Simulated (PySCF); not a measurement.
Compound: C5H7F3.
Z-matrix (Å and degrees, PBE0-D3(BJ)/def2-SVP geometry), rows numbered from 1:
```
F 
C   1  1.3742
C   2  1.5131  1  110.03
C   3  1.5403  2  103.88  1   -72.74
C   4  1.5435  3  105.68  2   -27.65
C   5  1.5212  4  105.13  3     2.79
F   6  1.3443  2  113.00  1   -49.10
F   6  1.3626  2  107.13  1  -166.85
H   2  1.1011  1  109.10  3   127.97
H   3  1.1005  2  108.17  1   169.30
H   3  1.0989  2  111.78  1    50.48
H   4  1.0985  3  111.81  2  -150.56
H   4  1.0989  3  109.81  2    90.82
H   5  1.0985  4  113.90  3  -116.67
H   5  1.0981  4  112.08  3   120.31
```

Theory: PySCF 2.14.0, PBE0-D3(BJ)/def2-SVP geometry optimisation, gas phase.

Take the most abundant isotopes and a rigid rotor. The values belong to one conformer with, in the numbering `[F:1][C@@H:2]1[CH2:3][CH2:4][CH2:5][C:6]1([F:7])[F:8]`, F1–C2–C3–C4 -73°, C2–C3–C4–C5 -28°, C3–C4–C5–C6 3°, C4–C5–C6–F7 147°.

Q: What are A, B and C (GHz)?

A: Ia = 188.16, Ib = 238.56, Ic = 294.40 u·Å²; 505379 MHz·u·Å²/I gives 2686, 2118 and 1717 MHz, that is A = 2.6858, B = 2.1185, C = 1.7166 GHz.

Q: What kind of rotor is it?

A: An asymmetric top; Ray's κ = -0.171.

Q: What does the inertial defect say?

A: Not planar: Δ = Ic − Ia − Ib = -132.32 u·Å². For a rigid frame Δ = −2 Σ m c², so Σ m c² = 66.16 u·Å² lies off the ab plane: 13.91 from hydrogen and 52.24 from heavier atoms. The atom farthest from that plane is 2.05 Å away.

Q: Which types of transition are allowed, and where do some lines up to J = 4 fall?

A: The dipole components are |μa| = 1.76 D, |μb| = 1.42 D, |μc| = 0.22 D. The squared components, which scale the intensities, stand as 1.00 : 0.66 : 0.02 (a : b : c). Some lines, for components of 0.1 D or more:

```tsv
type	branch	J(Ka,Kc)	MHz	lower level (cm⁻¹)
b	Q	3(2,2) ← 3(1,3)	3592	0.750
a	Q	4(1,3) ← 4(1,4)	3776	1.228
c	Q	4(4,1) ← 4(3,1)	4956	1.528
a	R	2(1,2) ← 1(1,1)	7268	0.147
a	R	2(0,2) ← 1(0,1)	7520	0.128
c	R	2(2,1) ← 1(1,1)	10176	0.147
b	R	4(1,4) ← 3(0,3)	14449	0.746
c	R	3(3,1) ← 2(2,1)	15428	0.486
c	R	4(2,3) ← 3(1,3)	18811	0.750
c	R	4(3,2) ← 3(2,2)	19483	0.870
```

Q: Estimate the classical rotational partition function at 25 K, 50 K and 500 K.

A: Point group C1, symmetry number σ = 1; q = (√π/σ)·√((kT/h)³/(ABC)), k/h = 20836.6 MHz/K: 6740 at 25 K, 19100 at 50 K, 603000 at 500 K.

Not checked by PBE0-D3(BJ)/def2-SVP frequencies. No vibrational averaging or centrifugal distortion is included, and the geometry carries the error of its method.

The run took 8.1 min on one thread of an Intel Xeon at 2.50 GHz, shared host with 64 logical CPUs at a one-minute load of 63, and the process peaked at 0.61 GiB of memory. That covers the optimisation of the geometry.
